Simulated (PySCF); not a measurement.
## A small calculation by hand: entropy of an ideal gas

C4H5Si, SMILES [C]1=C[SiH2]C=C1, multiplicity 2.

Coordinates come from a PBE-D3(BJ)/def2-SVP optimisation. The isomer is the one that the SMILES or the coordinates give; other isomers of the formula were not compared.

PBE-D3(BJ)/def2-SVP run with PySCF gives the harmonic wavenumbers 226, 366, 458, 493, 576, 614, 660, 693, 707, 719, 831, 893, 940, 947, 1051, 1075, 1270, 1506, 1581, 2151, 2157, 3099, 3137, 3145 cm⁻¹ and the rotational temperatures 0.3225, 0.2488, 0.1455 K. The molar mass is 81.17 g/mol, the symmetry number 1, the spin multiplicity 2.

### Question
Work out the entropy at 298.15 K and 1 atm in the rigid-rotor, harmonic-oscillator model.

### Answer

Translation (Sackur–Tetrode at 1 atm): S = R[1.5 ln M + 2.5 ln T − 1.16487] = 163.6 J/(mol K).
Rotation: q = (√π/σ) T^1.5/√(θA θB θC) = 84500, S = R[ln q + 3/2] = 106.8 J/(mol K).
Vibration: with u = 1.4388 ν/T, each mode gives R[u/(e^u − 1) − ln(1 − e^−u)]:
```tsv
ν (cm⁻¹)	modes	u	S (J/(mol K))
226	1	1.09	7.99
366	1	1.77	4.59
458	1	2.21	3.23
493	1	2.38	2.83
576	1	2.78	2.06
614	1	2.96	1.78
660	1	3.18	1.49
693	1	3.34	1.32
707	1	3.41	1.25
719	1	3.47	1.19
831	1	4.01	0.77
893	1	4.31	0.60
940	1	4.54	0.50
947	1	4.57	0.48
1051	1	5.07	0.32
1075	1	5.19	0.29
1270	1	6.13	0.13
1506	1	7.27	0.05
1581	1	7.63	0.03
```
The stiffer modes add less than 0.005 each. Sum 30.9 J/(mol K).
Spin: R ln 2 = 5.8 J/(mol K).
Total 307.0 J/(mol K); the program's own thermochemistry gives 307.0. Translation makes up 53 % and vibration 10 %. Anharmonicity, hindered rotation and orbital degeneracy are left out.
